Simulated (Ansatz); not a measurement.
Consider the formal exchange of groups at a B–C bond: `CBF` + `N=CCN` → `N=CC(N)BF` + CH₄.

Gas-phase electronic energies from Ansatz, PBE0-D4/def2-TZVP geometries. CBS: MP2 limit from def2 TZ/QZ plus the TZ coupled-cluster correction, frozen cores. This one scheme is used for every species. DFT in def2-TZVPP. B3LYP here is the variant with VWN-RPA as its local correlation; programs differ in this. Each species was taken in one conformer, which may not be the lowest.

`CBF`:

Cartesian coordinates in Å:
```
C 0.596 0.261 0.222
B -0.746 -0.335 -0.283
F -1.903 0.175 0.117
H 0.479 1.100 0.910
H 1.200 0.584 -0.634
H 1.188 -0.521 0.710
H -0.814 -1.265 -1.041
```

`N=CCN`:

Z-matrix (Å, degrees):
```
C
C 1 1.501
N 1 1.442 2 116.8
H 1 1.098 2 107.8 3 123.8
H 1 1.098 2 107.8 3 -123.8
N 2 1.263 1 121.6 3 0.2
H 2 1.100 1 115.1 3 -179.8
H 3 1.014 1 109.0 2 -56.8
H 3 1.014 1 109.0 2 56.8
H 6 1.018 2 111.2 1 180.0
```

`N=CC(N)BF`:

Z-matrix (Å, degrees):
```
C
C 1 1.509
B 1 1.573 2 107.2
N 1 1.448 2 114.6 3 126.4
H 1 1.099 2 105.8 3 -111.8
N 2 1.263 1 122.4 3 93.6
H 2 1.101 1 114.0 3 -87.0
F 3 1.323 1 119.2 2 113.2
H 3 1.196 1 122.8 2 -64.7
H 4 1.011 1 112.4 2 41.6
H 4 1.010 1 112.7 2 -82.0
H 6 1.019 2 111.2 1 -179.9
```

CH₄:

```xyz
5

C     0.000    0.000    0.000
H    -0.412   -0.242    0.979
H    -0.095   -0.864   -0.657
H     1.052    0.264    0.103
H    -0.546    0.842   -0.426
```

(1) Is it downhill or uphill in electronic energy at CCSD(T)/CBS, and by how much? (Best estimate.)

(2) What do these levels give: PBE-D4, r2SCAN-D4, B3LYP-D4, ωB97X-V, ωB97M-V, MP2/def2-TZVPP, SCS-MP2/def2-TZVPP, CCSD/def2-TZVPP, HF/def2-QZVPP, SCS-MP2/def2-QZVPP, HF/CBS(def2), CCSD/CBS(def2)? (An estimate is asked.)

Largest T1 diagnostic among the species: 0.013.

Answers

(1) Computed: Uphill: ΔE = +10.7 kJ/mol.

(2) Computed: PBE-D4 9.2, r2SCAN-D4 10.5, B3LYP-D4 10.1, ωB97X-V 12.5, ωB97M-V 12.2, MP2/def2-TZVPP 9.7, SCS-MP2/def2-TZVPP 11.4, CCSD/def2-TZVPP 13.2, HF/def2-QZVPP 20.0, SCS-MP2/def2-QZVPP 11.1, HF/CBS(def2) 20.0, CCSD/CBS(def2) 12.7 kJ/mol.

In def2-TZVPP, CCSD(T) changes the Hartree–Fock value by −9.0 kJ/mol (the triples alone add −2.1 kJ/mol) and MP2 by −10.4 kJ/mol. The D4 term adds −4.6 kJ/mol with B3LYP and −2.7 kJ/mol with PBE0; it sums over pairs of atoms, weighted by their polarisabilities, and B3LYP, whose exchange is more repulsive, gets the larger term.
